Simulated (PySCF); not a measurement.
H₄P, SMILES [PH4+], charge +1. Atoms are numbered in the order given.

```xyz
5

P      0.0000     0.0000     0.0000
H      0.8071    -0.8071    -0.8071
H     -0.8071    -0.8071     0.8071
H     -0.8071     0.8071    -0.8071
H      0.8071     0.8071     0.8071
```
Charge +1, spin multiplicity 1.

The structure is a stationary point at B3LYP-D3(BJ)/def2-TZVPD. The isomer is the one that the SMILES or the coordinates give; other isomers of the formula were not compared.

The numbers are results of PySCF with PBE0/pcJ-1, not measurements.

Isotropic couplings with Fermi-contact, spin-dipole and both spin-orbit terms, one fixed conformer, no vibrational averaging. Isotopes: 1H, 31P.

Computed spin–spin coupling constants:
```tsv
pair	bonds apart	J (Hz)
P1–H2	1	539.9
P1–H3	1	539.8
P1–H4	1	539.8
P1–H5	1	539.8
H2–H3	2	-3.3
H2–H4	2	-3.3
H2–H5	2	-3.3
H3–H4	2	-3.3
H3–H5	2	-3.3
H4–H5	2	-3.3
```
